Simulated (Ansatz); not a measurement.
`FB(F)I`. The species carries charge 0 and has multiplicity 1. I: def2 effective core potential.

Question: List the harmonic frequencies (cm⁻¹, unscaled) at PBE0-D4/def2-TZVP in Ansatz. (Best estimate.)

Answer: The calculation gave: 258, 306, 533, 603, 1206, 1449.

Question: Is this a minimum?

Answer: Yes, all 6 modes are real.

Question: Give the ideal-gas thermochemistry at 298.15 K and 1 bar (rigid rotor, harmonic oscillator; point group C2v, symmetry number 2).

Answer: Zero-point energy 26.0 kJ/mol; H(298) − E = 39.3 kJ/mol; entropy 296.1 J/(mol·K), of which translation 173.3, rotation 105.5, vibration 17.3; G(298) − E = -49.0 kJ/mol.
